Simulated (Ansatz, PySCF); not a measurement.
Species: C2H4BO2 (charge 0, doublet). SMILES: OB(O)C=[CH]
Coordinates optimised at B3LYP-D3(BJ)/def2-TZVP (Ansatz, a quantum-chemistry and plane-wave program):
```
B
O 1 1.3683
H 2 0.9616 1 116.00
O 1 1.3724 2 124.23 3 0.00
H 4 0.9619 1 116.12 2 0.00
C 1 1.5616 2 119.37 3 -180.00
C 6 1.3069 1 124.93 2 0.00
H 7 1.0805 6 138.46 1 -180.00
H 6 1.0967 7 118.49 8 0.00
```
Charge 0, spin multiplicity 2.

Unscaled harmonic wavenumbers (cm⁻¹) in rising order, each level at the stationary point that it reaches from this structure (no distance between atoms moves by over 0.3 Å); the order of modes can differ between levels, and a negative number is imaginary. B3LYP-D3(BJ)/def2-TZVP (PySCF, at the structure above): 97, 212, 409, 420, 448, 497, 562, 725, 733, 871, 876, 942, 1013, 1190, 1350, 1403, 1657, 3001, 3216, 3832, 3838.

HF/3-21G (Ansatz): 114, 226, 402, 438, 471, 544, 581, 777, 796, 962, 978, 1006, 1054, 1337, 1420, 1510, 1590, 3230, 3388, 3937, 3942. Zero-point energy 41.0 against 39.0 kcal/mol; where all levels lie over 400 cm⁻¹, the wavenumbers are on average 1.057 times those of B3LYP-D3(BJ)/def2-TZVP.

HF/6-31G* (Ansatz): 105, 221, 406, 446, 474, 540, 594, 770, 794, 939, 995, 1010, 1118, 1309, 1413, 1497, 1584, 3245, 3407, 4131, 4139. Zero-point energy 41.7 against 39.0 kcal/mol; where all levels lie over 400 cm⁻¹, the wavenumbers are on average 1.066 times those of B3LYP-D3(BJ)/def2-TZVP.

B3LYP/6-31G* (Ansatz): 95, 208, 402, 420, 449, 497, 570, 720, 744, 863, 895, 953, 1042, 1202, 1372, 1425, 1670, 3016, 3223, 3777, 3782. Zero-point energy 39.1 against 39.0 kcal/mol; where all levels lie over 400 cm⁻¹, the wavenumbers are on average 1.005 times those of B3LYP-D3(BJ)/def2-TZVP.
